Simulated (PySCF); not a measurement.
**PbS: mean field, correlation and small terms against distance**

State: ¹Σ⁺, singlet, closed shell. RHF-based CCSD(T) in PySCF 2.14 with Pb cc-pwCVDZ-PP with ECP60, S aug-cc-pV(D+d)Z and Pb cc-pwCVTZ-PP with ECP60, S aug-cc-pV(T+d)Z (frozen core orbitals: 9; scalar-relativistic core potentials). Correlation energies are extrapolated as n⁻³ (n = 2, 3), Hartree–Fock as (n+1)·exp(−9√n). CV is the change on freezing 5 orbitals instead, in Pb cc-pwCVTZ-PP with ECP60, S cc-pwCVTZ. All energies in eV from Pb + S.

```json
{"R (Å)": "2.0236", "HF/CBS": "-1.196", "CCSD corr.": "-2.090", "(T)": "-0.3255", "CV": "-0.0299", "total": "-3.641"}
{"R (Å)": "2.1156", "HF/CBS": "-1.828", "CCSD corr.": "-2.089", "(T)": "-0.3495", "CV": "-0.0231", "total": "-4.290"}
{"R (Å)": "2.2076", "HF/CBS": "-2.107", "CCSD corr.": "-2.102", "(T)": "-0.3783", "CV": "-0.0177", "total": "-4.605"}
{"R (Å)": "2.2996", "HF/CBS": "-2.135", "CCSD corr.": "-2.126", "(T)": "-0.4117", "CV": "-0.0135", "total": "-4.686"}
{"R (Å)": "2.3916", "HF/CBS": "-1.986", "CCSD corr.": "-2.158", "(T)": "-0.4499", "CV": "-0.0103", "total": "-4.604"}
{"R (Å)": "2.5065", "HF/CBS": "-1.636", "CCSD corr.": "-2.205", "(T)": "-0.5044", "CV": "-0.0074", "total": "-4.352"}
{"R (Å)": "2.6215", "HF/CBS": "-1.174", "CCSD corr.": "-2.257", "(T)": "-0.5662", "CV": "-0.0053", "total": "-4.002"}
```

A fit to the total gives Re = 2.2934 Å, De = 4.686 eV, ωe = 437.4 cm⁻¹, Be = 0.1157 cm⁻¹ (masses 207.9766 and 31.9721 u).

Task: At R = 2.2996 Å the CCSD correlation energy is -0.499835 hartree in the smaller basis and -0.660336 in the larger. Extrapolate it.

Result: (3³·E3 − 2³·E2)/(3³ − 2³) = -0.72792 hartree; the larger basis holds 90.7 % of it.

The T1 diagnostic is 0.027, large enough to doubt a single reference. The open-shell atoms are computed with UHF. Spin–orbit coupling, excitations beyond (T) and corrections to the Born–Oppenheimer picture are left out, and spin–orbit coupling matters for open p, d or f shells this heavy.
